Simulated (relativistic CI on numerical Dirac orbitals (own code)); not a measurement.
Inner-shell lines of Ge⁷⁺

Calculated at this level of theory: Dirac-Coulomb-Breit CI, orbitals from a KLI potential per configuration, model QED (radiative potential, 1s self-energy scaled to tabulated hydrogen-like ionisation energies), unscaled Slater integrals (own radial code, finite nucleus).

Configurations in the expansion (outside the closed core 1s2 2p6 3s2 3p6): 2s²3d⁷, 2s3d⁷4p. Levels of other configurations are missing.

The table holds the strongest lines. The upper levels have an inner-shell vacancy. Auger decay, open to those above the ionisation limit, is not computed, and radiative decays to configurations outside the model are missing too. Absolute energies can be off by a few tenths of a per cent, and with unscaled integrals term splittings come out 10 to 25 % too wide, so close lines can change order. LS names give the leading component, which can be well under half, for lower levels too. Brackets number the levels in order of energy.

```csv
E (eV),Upper,Lower,A (s⁻¹),gA (s⁻¹)
1481.54,2s3d⁷4p ⁴G°11/2 [37],2s²3d⁷ ⁴F9/2 [1],9.63e+11,1.16e+13
1481.65,2s3d⁷4p ⁴G°9/2 [39],2s²3d⁷ ⁴F7/2 [2],9.86e+11,9.86e+12
1481.73,2s3d⁷4p ⁴F°9/2 [38],2s²3d⁷ ⁴F9/2 [1],1.12e+12,1.12e+13
1481.75,2s3d⁷4p ⁴G°7/2 [42],2s²3d⁷ ⁴F5/2 [3],9.99e+11,7.99e+12
1481.97,2s3d⁷4p ⁴D°7/2 [59],2s²3d⁷ ⁴P5/2 [5],8.27e+11,6.62e+12
1482.30,2s3d⁷4p ⁴I°13/2 [84],2s²3d⁷ ²H11/2 [11],4.98e+11,6.97e+12
1483.23,2s3d⁷4p ²I°11/2 [113],2s²3d⁷ ²H9/2 [12],1.05e+12,1.26e+13
1483.27,2s3d⁷4p ²I°13/2 [105],2s²3d⁷ ²H11/2 [11],8.70e+11,1.22e+13
1483.45,2s3d⁷4p ²H°11/2 [80],2s²3d⁷ ²G9/2 [6],1.01e+12,1.21e+13
1483.52,2s3d⁷4p ²H°9/2 [92],2s²3d⁷ ²G7/2 [9],8.21e+11,8.21e+12
1483.93,2s3d⁷4p ²G°9/2 [186],2s²3d⁷ ²F7/2 [17],9.66e+11,9.66e+12
1484.23,2s3d⁷4p ²G°7/2 [188],2s²3d⁷ ²F5/2 [16],8.76e+11,7.00e+12
1484.25,2s3d⁷4p ²F°7/2 [219],2s²3d⁷ ²D5/2 [19],1.18e+12,9.43e+12
1484.55,2s3d⁷4p ²F°5/2 [220],2s²3d⁷ ²D3/2 [18],1.30e+12,7.81e+12
1484.92,2s3d⁷4p ²F°7/2 [199],2s²3d⁷ ²F7/2 [17],1.30e+12,1.04e+13
1484.95,2s3d⁷4p ²H°9/2 [149],2s²3d⁷ ²H9/2 [12],1.29e+12,1.29e+13
1484.99,2s3d⁷4p ²H°11/2 [140],2s²3d⁷ ²H11/2 [11],1.49e+12,1.78e+13
1485.37,2s3d⁷4p ²D°5/2 [226],2s²3d⁷ ²D5/2 [19],1.18e+12,7.09e+12
1486.06,2s3d⁷4p ²I°11/2 [155],2s²3d⁷ ²H9/2 [12],5.24e+11,6.29e+12
1488.94,2s3d⁷4p ⁴G°11/2 [111],2s²3d⁷ ⁴F9/2 [1],6.19e+11,7.43e+12
```
